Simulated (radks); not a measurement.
The numbers below are computed, except where a source is named.
Species: the antimony ion Sb+. Configuration: [Kr] 4d10 5s2 5p2. Code: a radial shooting solver on a logarithmic mesh with Libxc functionals. Model: Dirac Kohn-Sham, PBE, spin-unpolarised, spherical densities, point nucleus; open shells are shared between the two j in proportion to 2j + 1. Some entries of the table are withheld. Estimate them.

| orbital | occ. | eigenvalue (eV) | r(max) (bohr) |
|---|---|---|---|
| 1s1/2 | 2 | -30293.69 | 0.01834 |
| 2s1/2 | 2 | -4615.609 | 0.1038 |
| 2p1/2 | 2 | -4318.480 | (1) |
| 2p3/2 | 4 | -4066.661 | (2) |
| 3s1/2 | 2 | -911.8195 | 0.3001 |
| 3p1/2 | 2 | -790.4040 | 0.2865 |
| 3p3/2 | 4 | -743.9376 | 0.2969 |
| 3d3/2 | 4 | -529.6293 | 0.2426 |
| 3d5/2 | 6 | -519.9732 | 0.2455 |
| 4s1/2 | 2 | -157.2354 | (3) |
| 4p1/2 | 2 | (4) | 0.7461 |
| 4p3/2 | 4 | (5) | 0.7706 |
| 4d3/2 | 4 | -42.7248 | 0.8418 |
| 4d5/2 | 6 | -41.4792 | 0.8510 |
| 5s1/2 | 2 | -20.6270 | 1.874 |
| 5p1/2 | 0.666667 | -12.5001 | (6) |
| 5p3/2 | 1.33333 | -11.7627 | (7) |

Answer. 
(1) 2p1/2 r(max) (bohr): 0.07983
(2) 2p3/2 r(max) (bohr): 0.08445
(3) 4s1/2 r(max) (bohr): 0.7231
(4) 4p1/2 eigenvalue (eV): -116.1856
(5) 4p3/2 eigenvalue (eV): -107.5974
(6) 5p1/2 r(max) (bohr): 2.193
(7) 5p3/2 r(max) (bohr): 2.280
